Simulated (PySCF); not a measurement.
Results of a calculation; reference values are marked as such.
# C3H8Si

The system: C3H8Si, a carbene (divalent C1, bonded to 2 C); neutral, triplet. The structure, one conformer, was relaxed in the gas phase by PBE0-D3(BJ)/def2-SVP. No frequency run checks that it is a minimum.

Singlet and triplet of such a carbene can lie close, and which is the ground state isn't settled here.

SMILES: C[C]C[SiH3]

| atom | x (Å) | y (Å) | z (Å) |
| --- | --- | --- | --- |
| C1 | -0.716 | -0.522 | -0.850 |
| C2 | -0.088 | -1.819 | -0.587 |
| C3 | -0.898 | 0.703 | -0.072 |
| Si4 | 0.718 | 1.350 | 0.704 |
| H5 | 0.997 | -1.737 | -0.373 |
| H6 | -0.192 | -2.492 | -1.454 |
| H7 | -0.548 | -2.338 | 0.279 |
| H8 | -1.637 | 0.574 | 0.749 |
| H9 | -1.295 | 1.515 | -0.709 |
| H10 | 1.728 | 1.615 | -0.365 |
| H11 | 0.464 | 2.613 | 1.464 |
| H12 | 1.277 | 0.331 | 1.646 |

EPR values by unrestricted B3LYP, IGLO-III on C Si, pcH-1 on H.

(1) Predict g and the largest hyperfine couplings. Where does the spin sit?

(2) How do the isotropic couplings move with BHandHLYP?

Results:

(1) g = 2.0020, 2.0025, 2.0027. The zero-field splitting dominates the spectrum: D = 0.66 cm⁻¹, |E| = 0.05 cm⁻¹ (spin-spin and spin-orbit parts, DFT, rough). The spin sits on C1 (92 %, bonded to 2 C) by Mulliken populations.
```json
{"atom": "C1", "isotope": "13C", "isotropic (MHz)": "227.0", "dipolar, principal values (MHz)": "-73.5, 26.6, 47.0"}
{"atom": "H7", "isotope": "1H", "isotropic (MHz)": "78.8", "dipolar, principal values (MHz)": "-4.8, -3.1, 7.9"}
{"atom": "H8", "isotope": "1H", "isotropic (MHz)": "78.1", "dipolar, principal values (MHz)": "-4.8, -3.2, 8.0"}
{"atom": "H5", "isotope": "1H", "isotropic (MHz)": "76.1", "dipolar, principal values (MHz)": "-4.8, -3.1, 7.9"}
{"atom": "Si4", "isotope": "29Si", "isotropic (MHz)": "-64.5", "dipolar, principal values (MHz)": "-10.7, 5.0, 5.7"}
{"atom": "H9", "isotope": "1H", "isotropic (MHz)": "45.4", "dipolar, principal values (MHz)": "-5.3, -5.1, 10.4"}
```

(2) C1 227.0 to 255.8 MHz, H7 78.8 to 78.5 MHz, H8 78.1 to 78.7 MHz, H5 76.1 to 76.5 MHz.
